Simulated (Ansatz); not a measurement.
Coupled-cluster run, CH₄AlNSn (`[AlH2][C]1=[N][SnH2]1`).

```yaml
crystal:
  periodic: [false, false, false]
  atoms:
    - {symbol: Al, position_ang: [-0.608165, 1.001321, -0.493686]}
    - {symbol: C, position_ang: [0.388964, 0.507457, 1.197032]}
    - {symbol: N, position_ang: [1.137447, -0.154723, 1.796531]}
    - {symbol: Sn, position_ang: [1.279625, -1.652307, -0.103317]}
    - {symbol: H, position_ang: [-2.140505, 0.630511, -0.423595]}
    - {symbol: H, position_ang: [0.017264, 2.286593, -1.168711]}
    - {symbol: H, position_ang: [0.319013, -0.351341, -1.175156]}
    - {symbol: H, position_ang: [-0.301544, -2.324711, 0.315204]}
basis:
  gaussian: {orbitals: def2-TZVPP}
correlation: {method: ccsd_t}
output: {orbitals: {seedname: orbitals}}
```

```sh
$ ansatz run in.yaml --threads 2 --pin off --events-out ev --progress --plain --max-ram 4352MiB
```

Output of Ansatz, abridged:

```
Functional definition: HF
1419 factors; integrals over basis functions are off by at most 1.3e-3 eV
mean field evaluation 1: about -14962.1132 eV, gradient 2.8e1 eV
mean field evaluation 2: about -14962.3832 eV, gradient 2.8e1 eV
mean field evaluation 4: about -14964.8729 eV, gradient 4.7e0 eV
mean field evaluation 8: about -14964.9630 eV, gradient 3.1e-1 eV
mean field evaluation 16: about -14964.9641 eV, gradient 1.4e-6 eV
mean field -14964.96409184 eV, -549.9522867580 hartree, gradient 1.4e-6 eV, S^2 0.000000; 0 other end points of the search recorded, 0 dependent functions left out
11 core orbitals not correlated: weight in the atoms' cores, before any rotation towards them, 1.000 or more for the frozen orbitals, at most 0.000 for the correlated occupied ones
reference -14964.96409184 eV, -549.9522867580 hartree; 15, 15 occupied and 184, 184 virtual orbitals, 1419 factors
second order -20.34727331 eV of doubles, -0.00000000 eV of singles
cycle   1  -20.07635685 eV  change    2.7e-1 eV  update   1.3e-1
cycle   2  -20.77665566 eV  change   -7.0e-1 eV  update   3.9e-2
cycle   3  -20.89750294 eV  change   -1.2e-1 eV  update   2.0e-2
cycle   4  -20.88545617 eV  change    1.2e-2 eV  update   5.6e-3
cycle   5  -20.88658167 eV  change   -1.1e-3 eV  update   2.7e-3
cycle   6  -20.88670253 eV  change   -1.2e-4 eV  update   8.4e-4
cycle   7  -20.88637336 eV  change    3.3e-4 eV  update   3.5e-4
cycle   8  -20.88639727 eV  change   -2.4e-5 eV  update   1.4e-4
cycle   9  -20.88639293 eV  change    4.3e-6 eV  update   5.1e-5
cycle  10  -20.88635617 eV  change    3.7e-5 eV  update   1.8e-5
perturbative correction -0.86167015 eV, -0.0316657939 hartree
Total energy: -14986.71211815 eV, -550.7515119838 hartree
```

Run time 2.2 min (2 threads of an Arm Neoverse V1 on a shared host); peak host memory 3.1 GiB.

The correlation energy is -21.748 eV, 4.0 % of it from (T); the T1 diagnostic reads 0.0157.
